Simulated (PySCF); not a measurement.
Isomers C₅H₆O₄:

A. `InChI=1S/C5H6O4/c6-1-4-2-8-5(4)9-3-7/h1,3-5H,2H2/t4-,5-/m0/s1`
B. `InChI=1S/C5H6O4/c1-3(4(6)7)5(8)9-2/h1H2,2H3,(H,6,7)`
C. `InChI=1S/C5H6O4/c1-3-2-8-4(6)5(7)9-3/h3H,2H2,1H3/t3-/m1/s1`

Spectrum 1. ¹H NMR (500 MHz, computed): δ 10.04 (d, 1H), 8.16 (s, 1H), 7.52 (m, 1H), 5.47 (m, 1H), 4.62 (m, 1H), 3.78 (m, 1H). ¹³C{¹H} NMR (computed): δ 200.8 (CH), 164.0 (CH), 98.0 (CH), 68.6 (CH2), 53.3 (CH).

Spectrum 2. ¹H NMR (500 MHz, computed): δ 4.62 (m, 1H), 4.30 (m, 1H), 4.24 (m, 1H), 1.42 (d, 3H). ¹³C{¹H} NMR (computed): δ 158.7 (C), 158.2 (C), 75.7 (CH), 73.8 (CH2), 18.1 (CH3).

Spectrum 3. ¹H NMR (500 MHz, computed): δ 7.07 (m, 1H), 7.05 (m, 1H), 6.36 (br s, 1H), 3.98 (s, 3H). ¹³C{¹H} NMR (computed): δ 172.5 (C), 170.1 (C), 148.2 (CH2), 142.4 (C), 54.0 (CH3).

No solvent model, one averaged value for each set of equivalent atoms, one computed conformer, non-relativistic. GIAO PBE0/pcSseg-1 shieldings; GFN2-xTB structure; PySCF 2.14.

Chemical shifts δ = σref − σ; ¹H (σref 31.72) and ¹³C (σref 186.93) vs TMS, all at this level. Where no couplings were computed, multiplicities follow the n + 1 count of equivalent neighbours, and m marks all less simple cases (inequivalent or close neighbours, rings, F or P nearby). Acid and N–H amide carbonyl carbons lie up to 10 ppm further downfield in solution (hydrogen bonding). Shifts are as computed. Against solution values, carbons near 30 ppm lie about +3 ppm off and those near 130 ppm about +5 ppm. Of 1211 compounds with measured shifts, 218 miss one by over three times the rms of a fit or turn the order of signals round; such compounds aren't used in these exercises. OH and NH positions are gas-phase values without hydrogen bonding to other molecules.

Match each spectrum to its structure.

Answers

1–A, 2–C, 3–B.

- Spectrum 1 (A): 5 ¹³C signals; δC 200.8 is an aldehyde carbonyl carbon; δC 164.0 is an ester carbonyl carbon.
- Spectrum 2 (C): 5 ¹³C signals; δC 158.7 is an ester carbonyl carbon; δC 158.2 is an ester carbonyl carbon.
- Spectrum 3 (B): 5 ¹³C signals; δC 172.5 is an ester carbonyl carbon; δC 170.1 is a carboxylic acid carbon.
